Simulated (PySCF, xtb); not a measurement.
# Ranking isomers of C4H2B−

8 gas-phase structures of C4H2B−, found in a search over its isomers (lower ones may exist). Each was relaxed with GFN2-xTB; where two conformers were screened, the lower at r2SCAN-D4/def2-SVPD is listed:

A. `[C-]#CB1C=C1`, a singlet
B. `B=C=CC#[C-]`, a singlet
C. a singlet given by its coordinates
D. `[C-]#CB=C=C`, a singlet
E. `B=C=C=C=[CH-]`, a singlet
F. `[C-]#CC1=CB1`, a singlet
G. `[C-]#CBC#C`, a singlet
H. a singlet given by its coordinates

H (Å):

```xyz
7

C    -1.5867   -1.6943    0.5311
C    -2.6083   -1.1652    0.0722
C    -3.7176   -0.5939   -0.4208
C    -4.7588   -0.0644   -0.8792
B    -0.3879   -2.3247    1.0724
H     0.0256   -3.3613    0.6392
H     0.2297   -1.8343    1.9723
```

Close contacts (Å): C1–C2 1.24, C1–B5 1.46, C2–C3 1.34, C3–C4 1.25, B5–H6 1.20, B5–H7 1.20.

C (Å):

```yaml
atoms:
  - { symbol: C, position_ang: [-3.6516, -2.4741, 0.9892] }
  - { symbol: C, position_ang: [-2.6336, -2.0214, 0.5000] }
  - { symbol: C, position_ang: [-0.6627, -1.3061, -1.1137] }
  - { symbol: C, position_ang: [-1.4626, -1.4709, 0.0536] }
  - { symbol: B, position_ang: [-0.2089, -0.7203, 0.2390] }
  - { symbol: H, position_ang: [-4.5543, -2.8915, 1.3379] }
  - { symbol: H, position_ang: [0.4250, -0.1523, 1.0740] }
```

Close contacts (Å): C1–C2 1.22, C2–C4 1.37, C3–C4 1.42, C3–B5 1.54, C4–B5 1.47, C1–H6 1.05, B5–H7 1.19.

Q: Which do you expect lowest at r2SCAN-D4/def2-SVPD, and how would the others follow?

A: Calculated order at r2SCAN-D4/def2-SVPD: H (0.0), A (4.2), F (15.9), G (24.6), D (30.9), C (83.7), B (107.6), E (109.5) kJ/mol. Less than 1 kcal/mol parts H and A; B and E, so the order within those pairs means little.

Energies above the lowest of each column, in kJ/mol; the last columns are at PBE0-D3(BJ)/def2-SVPD geometries and were run for some of them only (a dash: not run or not comparable):

| structure | GFN2-xTB | HF/STO-3G | r2SCAN-D4/def2-SVPD | PBE0-D3(BJ)/def2-SVPD | CCSD(T)/def2-SVPD + ΔMP2/def2-TZVPPD |
| --- | --- | --- | --- | --- | --- |
| H | 0.0 | 0.0 | 0.0 | 11.8 | 0.0 |
| A | 150.0 | 30.5 | 4.2 | 0.0 | 1.9 |
| F | 85.1 | 11.6 | 15.9 | 11.6 | 24.0 |
| G | 91.0 | 19.8 | 24.6 | 27.3 | – |
| D | 151.6 | 121.2 | 30.9 | – | – |
| C | 147.6 | 94.3 | 83.7 | – | – |
| B | 119.2 | 207.1 | 107.6 | – | – |
| E | 114.2 | 256.0 | 109.5 | – | – |

CCSD(T)/def2-SVPD + ΔMP2/def2-TZVPPD has A and H within 1 kcal/mol of each other at the bottom, and every level picks one of them. Frequencies (PBE0-D3(BJ)/def2-SVPD) were run for A, F, H alone. ΔMP2 is the change of the MP2 energy from the smaller to the larger basis.

Over these structures GFN2-xTB departs from r2SCAN-D4/def2-SVPD by 41.1 kJ/mol on average once a common shift is removed. A GFN2-xTB relaxation took about 0.085 s and the r2SCAN-D4/def2-SVPD energy about 11 s on a shared host (PySCF 2.14.0, xtb 6.7.1).
